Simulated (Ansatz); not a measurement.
Job for Ansatz (a program for electronic structure): U-PBE/cc-pV(T+d)Z on PN, a point of a bond scan (R = 4.745 Å). Files ending in .json are basis or fitting sets from the Basis Set Exchange.

Ansatz 0.2 input:
```yaml
crystal:
  periodic: [false, false, false]
  atoms:
    - {symbol: P, position_ang: [-0.00000000, -0.00000000, -0.47178081]}
    - {symbol: N, position_ang: [0.00000000, 0.00000000, 4.27298623]}
basis:
  gaussian:
    orbitals: cc-pV_T+d_Z.json
hamiltonian:
  xc: {name: PBE}
magnetization: {spin_polarized: true, initial_magnetization: 0}
```

The log:

```
Functional definition: PBE
[...]
integrals: 0.01 GiB planned
476 factors; their error is unknown
mean field: 0.13 GiB planned
mean field evaluation 1: about -10666.8365 eV, gradient 8.8e1 eV
mean field evaluation 2: about -10374.6504 eV, gradient 1.3e2 eV
mean field evaluation 4: about -10623.8203 eV, gradient 1.3e2 eV
mean field evaluation 8: about -10667.4366 eV, gradient 4.9e1 eV
mean field evaluation 16: about -10761.0977 eV, gradient 1.2e-4 eV
mean field evaluation 32: about -10765.8484 eV, gradient 2.1e-5 eV
mean field evaluation 64: about -10765.8490 eV, gradient 3.6e-3 eV
mean field -10765.84842300 eV, -395.6376321912 hartree, gradient 2.2e-5 eV, S^2 2.998618; 4 other end points of the search recorded, 0 dependent functions left out
reference -10765.84845335 eV, -395.6376333065 hartree; 11, 11 occupied and 58, 58 virtual orbitals, 476 factors
Total energy: -10765.84845335 eV, -395.6376333065 hartree
```

The run converged. Its determinant has ⟨S²⟩ = 3.00, a mixture of spin states.

Cost: very roughly 4 core-seconds.
